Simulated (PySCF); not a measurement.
A GIAO shielding run with PySCF 2.14.0 with density-fitted response routines (density fitting, non-relativistic, gas phase) on SMILES C=C(B(O)O)c1cccs1, C$_{6}$H$_{7}$BO$_{2}$S:

```
$ OMP_NUM_THREADS=1 python probes_run.py task.json out

{"job": {"kind": "nmr", "xc": "PBE0", "basis": "pcSseg-1"}, "charge": 0, "multiplicity": 1}
C      1.515158    -0.791375    -1.601835
C      0.838791    -0.231741    -0.576139
B      1.678753     0.196710     0.694307
O      1.139069     0.139234     1.939330
O      2.973782     0.611752     0.580606
C     -0.608894    -0.038496    -0.607777
C     -1.428505     0.458468     0.385941
C     -2.796415     0.520071     0.011098
C     -3.011062     0.074591    -1.266743
S     -1.552594    -0.424759    -2.018524
H      2.595945    -0.953124    -1.551777
H      1.023223    -1.143908    -2.515063
H      1.779673     0.414100     2.605114
H      3.247043     0.705064    -0.336946
H     -1.039740     0.746473     1.361667
H     -3.593729     0.879805     0.662789
H     -3.953492     0.013459    -1.809751
```

Hardware: 1 thread of an Intel Xeon, shared host. The job also computes population analyses, field gradients, ring-centre shieldings.

Problem. How large is the calculation?

Solution. 80 electrons, 212 basis functions and 1115 auxiliary functions.

Problem. How long does it take, and how much memory does it need?

Solution. 2.3 min of wall time, with 14 SCF cycles and 5 response iterations; peak memory 1 GiB. Times on a shared host scatter by some tens of per cent.

Problem. And these other runs on the same molecule and hardware: GIAO shielding at WP04/pcSseg-1?

Solution. WP04/pcSseg-1: 212 functions, 100 s.
